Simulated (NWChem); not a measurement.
Molecule: CClF, singlet; SMILES Cl[C]F

```xyz
3

F     -0.2550     1.4527     0.0000
C      0.6746     0.5645     0.0000
Cl    -0.1181    -0.9884     0.0000
```
Atoms are numbered in this order, from 1.

Low-valent species are run as closed-shell singlets; no triplet was tried in these runs. Coordinates come from a PBE0/def2-SVP optimisation.

 Unshifted, non-relativistic core excitations; the lowest 4 roots alone, so stronger bands may lie above.

Task: List the first Cl K-edge excitations from BHandHLYP/cc-pVTZ, restricted-window TDA (NWChem).

Result: 
```json
[
 {"state": "S1", "energy (eV)": "2792.6", "dipole oscillator strength": "0.0020", "leading excitation (squared amplitude)": "1s of atom 3 or its equivalents → LUMO (0.98)"},
 {"state": "S2", "energy (eV)": "2794.3", "dipole oscillator strength": "0.0043", "leading excitation (squared amplitude)": "1s of atom 3 or its equivalents → LUMO+1 (0.93)"},
 {"state": "S3", "energy (eV)": "2799.4", "dipole oscillator strength": "0.0007", "leading excitation (squared amplitude)": "1s of atom 3 or its equivalents → LUMO+2 (0.93)"},
 {"state": "S4", "energy (eV)": "2801.1", "dipole oscillator strength": "0.0014", "leading excitation (squared amplitude)": "1s of atom 3 or its equivalents → LUMO+3 (0.83)"}
]
```
